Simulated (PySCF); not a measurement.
**Gd⁴⁹⁺: ionisation energy**

Gd⁴⁹⁺ [Ne] 3s2 3p3 (4S) → Gd⁵⁰⁺ [Ne] 3s2 3p2 (3P), as a difference of total energies. Calculation: PySCF 2.14, in an uncontracted even-tempered set (17 s from 11 bohr⁻², ratio 2.5; 12 p from 15 bohr⁻², ratio 2.5; 4 d from 58 bohr⁻², ratio 2.7; 4 f from 87 bohr⁻², ratio 2.7); the spin-free X2C one-electron Hamiltonian (Gaussian nucleus). Correlated levels: outer shells: 1s2 frozen; virtual orbitals above 40 to 60 times the deepest correlated orbital energy dropped. The calculations carry no spin-orbit coupling.

```json
{"method": "UHF", "ionisation energy (eV)": "4366.8"}
{"method": "LDA", "ionisation energy (eV)": "4366.7"}
{"method": "PBE", "ionisation energy (eV)": "4367.6"}
{"method": "PBE0", "ionisation energy (eV)": "4367.7"}
{"method": "r2SCAN", "ionisation energy (eV)": "4368.8"}
{"method": "B97-3", "ionisation energy (eV)": "4367.4"}
{"method": "BLYP", "ionisation energy (eV)": "4367.9"}
{"method": "MP2 (outer shells)", "ionisation energy (eV)": "4367.4"}
{"method": "SCS-MP2 (outer shells)", "ionisation energy (eV)": "4367.1"}
```

Spin-orbit coupling is strong in these open shells (close to jj coupling). The scalar numbers leave it out and a first-order estimate fails, so it can dominate the gap to the real levels.

The ground level that NIST lists for one species does not belong to the high-spin term computed here, so part of any gap is the choice of state.

Breit and QED terms and the two-electron picture change are absent.

For comparison: 4294 ± 4 eV (theoretical estimate listed by NIST; NIST Atomic Spectra Database, ionization energies).
